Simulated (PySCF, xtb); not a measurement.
Cd(NH2)(SH) (CdH3NS), SMILES [Cd]([NH2])[SH]. Other conformers were not sampled.

Harmonic wavenumbers (cm⁻¹) from GFN2-xTB in xtb at its own minimum, in rising order: 13, 74, 126, 257, 373, 523, 627, 668, 1524, 2440, 3300, 3340.

What does B3LYP-D3(BJ)/def2-TZVP run with PySCF give at its own minimum? (An estimate is asked for; the answer gives what the named calculation found.)

111, 111, 145, 331, 528, 609, 656, 796, 1558, 2666, 3480, 3570. Paired by order, the mean absolute difference is 108 cm⁻¹ and the zero-point energies are 19.0 and 20.8 kcal/mol.
